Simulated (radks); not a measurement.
Values are calculated unless marked as measured or tabulated.
Ionisation of Be2+, [He], to Be3+, 1s1, under several functionals. Scalar-relativistic Kohn-Sham, spin-polarised, spherical densities, finite nucleus; open shells are filled with parallel spins first; a radial shooting solver on a logarithmic mesh with Libxc functionals.

functional                                      E(Be2+) (hartree)  Exc (hartree)  IE (eV)  -e(HOMO) (eV)  <r> HOMO (bohr)  IE error (eV)
TASK exchange with Perdew-Wang LDA correlation          -13.76909       -2.43347   155.91         136.09           0.4145           +2.0
exchange-only LDA                                       -13.29694       -1.92757   148.89         128.67           0.4218           -5.0
BLYP                                                    -13.65279       -2.30725   154.06         132.71           0.4173           +0.2
AM05                                                    -13.49978       -2.14057   152.44         130.95           0.4194           -1.5
PBE                                                     -13.62232       -2.27503   153.47         132.28           0.4174           -0.4
LDA (Slater exchange, Perdew-Wang correlation)          -13.44656       -2.08164   151.94         130.80           0.4207           -2.0
OLYP                                                    -13.65657       -2.31364   154.07         132.63           0.4169           +0.2

NIST Atomic Spectra Database: 153.90 eV (theoretical). Closest: BLYP. The Delta-SCF values span 7.02 eV, the total energies 0.47 hartree. The highest occupied level is 1s.
